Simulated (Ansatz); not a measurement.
System: PbBr2, charge 0, singlet. PbBr2 (SMILES [Br][Pb][Br]).
B3LYP-D3(BJ)/def2-TZVP minimum from Ansatz (a program for electronic structure):
```xyz
3

Pb    -0.0040    -0.0060     0.7755
Br     1.1391    -1.6707    -0.9155
Br    -1.1297     1.6847    -0.9014
```
Charge 0, spin multiplicity 1.

Total energies in hartree (Ansatz). UHF or UKS for unpaired electrons; spin-orbit terms are left out. Cores are frozen in correlated methods (noble-gas shells, and filled d and f shells in the p block). Past Kr the def2 sets carry scalar-relativistic core potentials. Spin-orbit terms, left out, reach several kcal/mol for Br and I, and more for heavier atoms.

```csv
species,HF/def2-TZVPP,CCSD(T)/def2-TZVPP,HF/def2-QZVPP,CCSD(T)/def2-QZVPP,CCSDT(Q)/def2-TZVPP
1: PbBr2 (SMILES [Br][Pb][Br]),-5336.79821,-5337.23670,-5336.89833,-5337.37988,-5337.23877
2: Pb (triplet),-191.83552,-191.88342,-191.83621,-191.88661,-191.88372
3: Br (doublet),-2572.39810,-2572.55635,-2572.44770,-2572.62201,-2572.55702
```

**Question.** Work out the atomisation energy (electronic, to ground-state atoms) in kcal/mol: take Hartree-Fock from def2-QZVPP, extrapolate the CCSD(T) correlation energy as X^-3 (X = 3, 4), and add CCSDT(Q) - CCSD(T) in def2-TZVPP. 1 hartree = 627.51 kcal/mol.

**Answer.** 
Species 1: correlation (64·(-0.48155) - 27·(-0.43849))/37 = -0.51297; step -0.00207; E1 = -5336.89833 + (-0.51297) + (-0.00207) = -5337.41337
Species 2: correlation (64·(-0.05040) - 27·(-0.04790))/37 = -0.05222; step -0.00030; E2 = -191.83621 + (-0.05222) + (-0.00030) = -191.88873
Species 3: correlation (64·(-0.17431) - 27·(-0.15825))/37 = -0.18603; step -0.00067; E3 = -2572.44770 + (-0.18603) + (-0.00067) = -2572.63440
-1·E1 +1·E2 +2·E3 = 0.25584 hartree = 160.5 kcal/mol.
